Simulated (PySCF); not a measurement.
Excitation energy of Sn+ by level of theory

Sn+ [Kr] 4d10 5s2 5p1 (2P) → Sn+ [Kr] 4d10 5s2 5d1 (2D), as a difference of total energies. All numbers are calculated (PySCF 2.14, a scalar-relativistic core potential, in aug-cc-pV5Z-PP with ECP28MDF (8s8p6d4f3g2h, 139 functions)). Correlated levels: valence: 4s2 4p6 4d10 frozen. The calculations carry no spin-orbit coupling.

| method | excitation energy (eV) | error (eV) |
| --- | --- | --- |
| UHF | 7.715 | -0.835 |
| LDA | 7.435 | -1.115 |
| PBE | 7.195 | -1.355 |
| PBE0 | 7.421 | -1.129 |
| r2SCAN | 7.572 | -0.978 |
| M06-L | 7.252 | -1.298 |
| M06 | 7.218 | -1.332 |
| MN15 | 7.677 | -0.873 |
| MP2 (valence) | 7.595 | -0.955 |
| SCS-MP2 (valence) | 7.613 | -0.937 |

Reference: 8.550 eV (measured; NIST levels, between the centres of gravity of the two terms).
